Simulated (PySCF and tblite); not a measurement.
The numbers below are computed, except where a source is named.
System: C6H7NSe, numbered as in [cH:1]1[cH:2][se:3][c:4]([CH:5]2[CH2:6][CH2:7]2)[n:8]1.

Motion: rotation about the C4–C5 bond (torsion Se3–C4–C5–C6 from -35° to 146°, rising). GFN2-xTB gives an electronic barrier of 3.6 kcal/mol and a reaction energy of 0.9 kcal/mol.

The barrier is low, and the GFN2-xTB saddle may lie off the DFT one, so take it as rough. Spin–orbit effects of heavy atoms on shieldings are missing.

Task: What does PBE0/pcSseg-1 + D3(BJ) give on GFN2-xTB geometries?

Result: A barrier of 1.7 kcal/mol, 1.9 below the tight-binding barrier (from unrounded values), a reaction energy of -1.1 kcal/mol and, with GFN2-xTB thermal terms, ΔG‡(298 K) = 2.0 kcal/mol and k = 4.4×10¹¹ s⁻¹ (2 equivalent paths).

Programs: tblite and PySCF.
